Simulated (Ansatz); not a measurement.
Geometry optimisation, RKS PBE/def2-SVP in Ansatz 0.2.0.

The input (input.yaml):

```yaml
crystal:
  periodic: [false, false, false]
  atoms:
    - { symbol: "N", position_ang: [-1.21524, 1.57185, 0.34346] }
    - { symbol: C, position_ang: [0.00172, 1.28837, 0.15086] }
    - { symbol: Al, position_ang: [1.57315, 2.56801, 0.09169] }
    - { symbol: O, position_ang: [1.37946, 4.18089, 0.31406] }
    - { symbol: H, position_ang: [-1.84917, 0.76681, 0.33621] }
    - { symbol: H, position_ang: [0.17663, 0.21311, 0.00488] }
    - { symbol: H, position_ang: [2.97029, 1.99038, -0.16622] }
    - { symbol: H, position_ang: [1.32532, 5.11937, 0.43765] }
basis:
  gaussian: { orbitals: def2-SVP }
hamiltonian:
  xc: pbe
relax:
  f_tol: 0.015
  max_steps: 40
```

Run as:

```bash
$ ansatz run input.yaml --threads 1 --pin off --max-ram 2048MiB --backend cpu --events-out ev --progress --plain --runs-dir out
```

Where does it end, and by what steps?

The run converged. After 20 steps the energy has fallen by 0.391 eV; H8 moved furthest, 1.24 Å.

```
step  energy less start (eV)  largest force component (eV/Å)  accepted
   0                  0.0000                           2.102       yes
   1                 -0.1638                           0.841       yes
   2                 -0.1945                           0.140       yes
   3                 -0.1954                           0.108       yes
   4                 -0.1759                           0.505        no
   5                 -0.1979                           0.082       yes
   6                 -0.2047                           0.242       yes
   7                 -0.2294                           0.338       yes
   8                 -0.2657                           0.366       yes
   9                 -0.2792                           0.822       yes
  10                 -0.3504                           0.305       yes
  11                 -0.3709                           0.137       yes
  12                 -0.3722                           0.804       yes
  13                 -0.3846                           0.245       yes
  14                 -0.3874                           0.082       yes
  15                 -0.3884                           0.085       yes
  16                 -0.3899                           0.056       yes
  17                 -0.3902                           0.061       yes
  18                 -0.3905                           0.146       yes
  19                 -0.3908                           0.032       yes
  20                 -0.3910                           0.011       yes
```

```xyz
8
Properties=species:S:1:pos:R:3
N -0.913 1.994 0.360
C 0.138 1.274 0.132
Al 1.752 2.442 0.053
O 1.386 4.106 0.302
H -1.778 1.416 0.408
H 0.073 0.161 0.008
H 3.271 2.041 -0.201
H 0.434 4.264 0.450
```

Whether the end is a true minimum wasn't checked by a vibrational analysis.

Run time: 63 s on 1 thread of Arm Neoverse V1, on a shared host, peak memory 0.14 GiB.
